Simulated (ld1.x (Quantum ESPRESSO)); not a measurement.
# xenon: one change to a TM potential, before and after

xenon (Xe), norm-conserving Troullier–Martins (Kleinman–Bylander form), made with ld1.x (Quantum ESPRESSO) 7.5 (PBE, non-relativistic). Core [Ar] 3d10 4s2, reference 4p6 4d10 5s2 5p6. Waves: 5s (bound): rc 1.65 bohr; 4p (bound): rc 1.20 bohr; 4d (bound): rc 0.85 bohr. Local part: all-electron potential smoothed inside 1.15 bohr (lloc = -1). Core correction: none.

Occupied shells without a wave of their own: 5p. They enter only through the test configuration that unscreens the potential.

Change: functional PBEsol.

Cutoffs: the cutoffs (Ry, on a coarse ladder) from which the occupation-weighted sum of valence levels, in a spherical-Bessel basis at the reference potential, stays within 10 and 1 mRy of its value at 400 Ry; they do not see the model core or the augmentation charge, which bear on the density cutoff. Errors are all-electron minus pseudo energies relative to the spin-unpolarised reference configuration.

Task: What does the change do?

Result: The potential gets neither clearly harder nor softer (140 Ry and 180 Ry → 160 Ry and 180 Ry); both files keep a bound ghost (s); the number of tests that count goes from 6 to 7; of the 6 tests that both files solve, the error grows in 6 and shrinks in 0 by more than 15 % and 0.3 meV (median size 56.7 → 89.1 meV).

| quantity | base | changed |
| --- | --- | --- |
| cutoff, loose | 140 Ry | 160 Ry |
| cutoff, tight | 180 Ry | 180 Ry |
| bound ghosts | s | s |
| tests counted (converged, no solver errors) | 6 of 7 | 7 of 7 |
| error for 4p6 4d10 5s2 5p5, meV [ΔE 12.57 → 12.58 eV] | -34 | -53 |
| error for 4p6 4d10 5s2 5p4, meV [ΔE 34.27 → 34.31 eV] | -80 | -125 |
| error for 4p6 4d10 5s2 5p3, meV [ΔE 65.86 → 65.94 eV] | -138 | -218 |
| error for 4p6 4d10 5s1 5p6, meV [ΔE 22.89 → 22.92 eV] | -6.0 | -7.7 |
| error for 4p6 4d9 5s2 5p6, meV [ΔE 70.57 → 70.51 eV] | +18 | +23 |
| error for 4p6 4d10 5s2 5p2, meV [ΔE 107.93 → 108.08 eV] | -208 | -331 |
| s: phases at 1.81 bohr within 0.05 rad from the reference energy up to (Ry; the scan ends near 5) | 2.6 | 2.6 |
| p: phases at 1.81 bohr within 0.05 rad from the reference energy up to (Ry; the scan ends near 5) | to the end of the scan | to the end of the scan |
| d: phases at 1.81 bohr within 0.05 rad from the reference energy up to (Ry; the scan ends near 5) | to the end of the scan | to the end of the scan |

Base: Tests not counted: 4p5 4d10 5s2 5p6 (pseudo-atom not self-consistent, printed error -52 meV). ld1.x printed “convergence not achieved” for 6 of the counted tests; their residual had stalled under 1e-8, short of the target of 1e-14. The 5p level has no wave, so the channel is fitted at the deeper level alone: the likely source of the large errors. Changed file: ld1.x printed “convergence not achieved” for 7 of the counted tests; their residual had stalled under 1e-8, short of the target of 1e-14. The 5p level has no wave, so the channel is fitted at the deeper level alone: the likely source of the large errors. A true bound ghost makes a file unfit for plane-wave use even where its test errors are small: the radial tests pick states by their node count and pass the ghost by.
